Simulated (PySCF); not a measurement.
## Atomic charges by several schemes

Compound: C7H11FO2.
Cartesian coordinates in Å at the GFN2-xTB level; atoms count from 1:
```
atom  x, y, z in Å
C1     3.281    0.497   -0.600
O2     1.993    0.028   -0.257
C3     1.006    0.925   -0.286
C4    -0.279    0.598   -0.030
C5    -1.300    1.618   -0.082
O6    -2.476    1.547    0.059
F7    -0.768    2.872   -0.348
C8    -0.694   -0.822    0.289
C9    -1.392   -0.899    1.647
C10   -1.596   -1.374   -0.817
H11    3.965   -0.332   -0.426
H12    3.571    1.349    0.020
H13    3.321    0.787   -1.654
H14    1.284    1.947   -0.528
H15    0.222   -1.420    0.329
H16   -2.313   -0.323    1.633
H17   -0.747   -0.509    2.432
H18   -1.633   -1.933    1.880
H19   -2.517   -0.800   -0.873
H20   -1.093   -1.325   -1.780
H21   -1.844   -2.412   -0.608
```

Density: PBE0/pcSseg-1 (PySCF); schemes: Mulliken, IAO, Hirshfeld and ESP-fitted. The structure is a single GFN2-xTB conformer in the gas phase; no vibrational or solvent corrections.

Task: Tabulate the Mulliken, IAO, Hirshfeld and ESP-fitted charges.

Result: In e:

| atom | environment | Mulliken | IAO | Hirshfeld | ESP-fitted |
| --- | --- | --- | --- | --- | --- |
| C1 | methoxy carbon | -0.037 | -0.209 | -0.022 | -0.262 |
| O2 | ether oxygen | -0.449 | -0.298 | -0.076 | -0.154 |
| C3 | vinylic carbon bearing oxygen | +0.344 | +0.102 | +0.057 | +0.187 |
| C4 | fully substituted alkene carbon | -0.507 | -0.135 | -0.044 | -0.604 |
| C5 | acyl halide carbon | +0.685 | +0.588 | +0.219 | +0.792 |
| O6 | carbonyl oxygen | -0.362 | -0.404 | -0.217 | -0.487 |
| F7 | acyl fluorine | -0.310 | -0.322 | -0.114 | -0.301 |
| C8 | allylic carbon | -0.263 | -0.097 | -0.022 | +0.692 |
| C9 | methyl carbon | -0.206 | -0.421 | -0.124 | -0.599 |
| C10 | methyl carbon | -0.205 | -0.419 | -0.123 | -0.596 |
| H11 | methyl hydrogen | +0.138 | +0.173 | +0.063 | +0.154 |
| H12 | methyl hydrogen | +0.117 | +0.143 | +0.053 | +0.130 |
| H13 | methyl hydrogen | +0.119 | +0.145 | +0.052 | +0.133 |
| H14 | vinylic hydrogen | +0.114 | +0.156 | +0.049 | +0.133 |
| H15 | methine hydrogen | +0.119 | +0.144 | +0.032 | -0.076 |
| H16 | methyl hydrogen | +0.133 | +0.152 | +0.033 | +0.169 |
| H17 | methyl hydrogen | +0.111 | +0.138 | +0.034 | +0.131 |
| H18 | methyl hydrogen | +0.108 | +0.138 | +0.041 | +0.132 |
| H19 | methyl hydrogen | +0.131 | +0.150 | +0.034 | +0.164 |
| H20 | methyl hydrogen | +0.111 | +0.138 | +0.034 | +0.132 |
| H21 | methyl hydrogen | +0.109 | +0.138 | +0.041 | +0.131 |

Mean size of the charges over all atoms: ESP-fitted 0.293 e, Mulliken 0.223 e, IAO 0.220 e, Hirshfeld 0.071 e. Each set sums to the total charge, 0, to within 0.001 e. The Hirshfeld scheme weights the molecular density at each point by an atom's share of the summed free-atom densities.

Lowest charge. The schemes don't all agree: Mulliken C4 (-0.507); IAO C9 (-0.421); Hirshfeld O6 (-0.217); ESP-fitted C4 (-0.604).

Highest charge. All schemes agree: Mulliken C5 (+0.685); IAO C5 (+0.588); Hirshfeld C5 (+0.219); ESP-fitted C5 (+0.792).

Task: How closely do the schemes follow one another over all atoms?

Result: Correlation coefficient and root-mean-square difference: IAO with Hirshfeld 0.96, 0.170 e; Mulliken with IAO 0.87, 0.136 e; Mulliken with Hirshfeld 0.87, 0.201 e; IAO with ESP-fitted 0.81, 0.222 e; Hirshfeld with ESP-fitted 0.80, 0.301 e; Mulliken with ESP-fitted 0.70, 0.264 e.

Task: Sum the charges by element, for elements with more than one atom.

Result: 
```
element  atoms  Mulliken     IAO  Hirshfeld  ESP-fitted
      C      7    -0.188  -0.590     -0.060      -0.390
      O      2    -0.811  -0.703     -0.293      -0.642
      H     11    +1.308  +1.615     +0.466      +1.333
```

Task: How many electrons does the ESP-fitted scheme count on C3?

Result: Z − q = 6 − (+0.187) = 5.813.
